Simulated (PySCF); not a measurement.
Isomers C₂H₉FSi₄:

A. SMILES F[Si@@H]1C([SiH3])=C[Si@@H]1[SiH3]
B. `C=C[Si]1(F)[SiH2][SiH2][SiH2]1`
C. `[SiH2](C#C)[Si](F)([SiH3])[SiH3]`

Spectrum 1. 13C{1H} NMR (computed): δ 192.8 (C), 187.2 (CH).

Spectrum 2. 13C{1H} NMR (computed): δ 108.1 (CH), 82.4 (C).

Spectrum 3. 13C{1H} NMR (computed): δ 142.2 (CH), 142.1 (CH2).

- shieldings: GIAO PBE0/pcSseg-1
- GFN2-xTB geometry
- run in PySCF 2.14
- one computed conformer, one averaged value for each set of equivalent atoms, gas phase, no relativistic terms

Scale: 13C (σ = 186.93 ppm) against TMS (reference shieldings calculated alike). Splittings of carbon signals by F and P are missing where no couplings were computed. Shifts are as computed. Against solution values, carbons near 30 ppm lie about +3 ppm off and those near 130 ppm about +5 ppm. Of 1211 compounds with measured shifts, 218 miss one by over three times the rms of a fit or turn the order of signals round; such compounds aren't used in these exercises.

**Question.** Which spectrum belongs to which compound?

**Answer.** 1–A, 2–C, 3–B.

- Spectrum 1 (A): 2 13C signals; δC 192.8 is a fully substituted alkene carbon; δC 187.2 is an alkene CH.
- Spectrum 2 (C): 2 13C signals; δC 82.4 is an alkyne carbon; δC 108.1 is a terminal alkyne carbon.
- Spectrum 3 (B): 2 13C signals; δC 142.2 is an alkene CH; δC 142.1 is a terminal =CH2 carbon.
